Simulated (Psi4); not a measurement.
C$_{2}$H$_{3}$N, triplet, geometry from GFN2-xTB (a higher spin typed on purpose: for a closed-shell molecule this is an excited state). Base run: Psi4 with SVWN/6-31G*.

The Psi4 input:
```
memory 2 GB

molecule mol {
0 3
C    -1.077992    0.028385    0.006271
C     0.342172   -0.470086    0.135222
N     1.239834    0.325511   -0.113798
H    -1.555516   -0.607792   -0.737834
H    -1.531941   -0.093953    0.988822
H    -1.176459    1.073377   -0.303366
}

set {
  basis 6-31g*
  reference uks
}

energy('svwn')
print_variables()
```

Each row names what was changed in the base input (with any setting that the change needs).

```csv
change,E (Eh),SCF-reference dipole (D),SCF-reference <S^2>,core-seconds (rough)
base,-131.80910,2.55,2.002,9
functional = r2scan,-132.50182,2.42,2.004,20
functional = bhhlyp,-132.50163,2.38,2.004,20
functional = wb97x,-132.53738,2.37,2.004,20
functional = cam-b3lyp,-132.50496,2.36,2.003,20
functional = dsd-pbep86,-132.28693,-,2.006,10
functional = pbe0,-132.41915,2.38,2.003,10
functional = m06,-132.47824,2.41,2.004,30
functional = x3lyp,-132.51728,2.36,2.003,10
functional = b97m-v,-132.56892,2.33,2.004,100
functional = b3lyp5,-132.49997,2.36,2.003,20
functional = m11,-132.49238,2.45,2.002,30
functional = tpssh,-132.59066,2.35,2.003,30
```

Totals shift with the method and basis; they matter in differences.

Open shells are given as the SCF converged; they aren't shown to be the lowest states, and a large step between rows can be another state.
